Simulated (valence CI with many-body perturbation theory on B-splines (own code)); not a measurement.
The numbers below are computed, except where a source is named.
Ir⁶²⁺: what the settings do

Level of theory: relativistic CI+MBPT: five valence electrons over a frozen Dirac-Fock core [Ne], a basis of 6 s, 6 p, 5 d, 3 f, 1 g functions for each j, with the one-electron correlation potential Σ1 (screened to all orders), the two-electron term Σ2, the three-electron term Σ3, Breit, model QED; selected single and double excitations, second order for the rest, scaled by the run's own slope (own B-spline code, finite nucleus).

The last digits are not significant, and no measured levels were compared; by estimate large intervals hold to a few tenths of a per cent, small ones and those within an open d or f shell to about a per cent. Among the levels kept, up to 700 cm⁻¹ of a level comes from second order outside the variational space, and about a tenth of that is noise between levels of different J, which matters for small intervals.

The reference run has the lowest level (3s^2 3p1/2^2 3p3/2) J=3/2 and an ionisation energy of 6711.18 eV. Its largest variational space holds 10000 state functions.

Levels are named by their leading jj configuration (3d3/2^4 stands for four electrons in 3d with j = 3/2), which in mixed levels can hold well under half, so a name can repeat and another be missing. Letters in brackets count levels of one name in rising energy.

Changed runs:
A. QED terms on → off
B. orbitals per symmetry with explicit Σ2 and valence Breit (the others get mean screening factors) 5 → 3; screening of Σ1 on → off
C. three-electron term on → off; core polarisation of operators on → off
D. scale of Σ1 1 → 0 (bad on purpose)

Excitation energies of the reference run in cm⁻¹, and shifts in cm⁻¹:

| Level | Reference | A | B | C | D |
| --- | --- | --- | --- | --- | --- |
| (3s^2 3p1/2^2 3d3/2) J=3/2 | 1950020 | +8500 | +19 | +1271 | +2116 |
| (3s^2 3p1/2^2 3d5/2) J=5/2 | 2852830 | +6507 | +48 | +1851 | +700 |
| (3s^2 3p1/2 3p3/2^2) J=3/2 | 3351180 | -3599 | +7.9 | -175 | -1661 |
| (3s^2 3p1/2 3p3/2^2) J=5/2 | 3450470 | -3558 | -30 | +65 | -1661 |
| (3s^2 3p1/2 3p3/2^2) J=1/2 | 3581250 | -3536 | +53 | +303 | -1670 |
| (3s 3p1/2^2 3p3/2^2) J=5/2 | 4851380 | +36176 | -29 | -993 | +561 |
| (3s 3p1/2^2 3p3/2^2) J=3/2 | 5099320 | +26610 | +15 | -506 | +523 |
| (3s 3p1/2^2 3p3/2^2) J=1/2 | 5120340 | +33178 | +55 | -562 | +538 |
| (3s^2 3p1/2 3p3/2 3d3/2) J=5/2 [a] | 5277860 | +4981 | -13 | +797 | +451 |
| (3s^2 3p1/2 3p3/2 3d3/2) J=1/2 [a] | 5306660 | +5143 | +52 | +824 | +445 |
| (3s^2 3p1/2 3p3/2 3d3/2) J=3/2 [a] | 5310120 | +8042 | +18 | +825 | +466 |
| (3s^2 3p1/2 3p3/2 3d3/2) J=7/2 | 5382170 | +4806 | -44 | +1172 | +434 |
| Ionisation energy (eV) | 6711.18 | +0.72 | +0.012 | +0.50 | -0.96 |
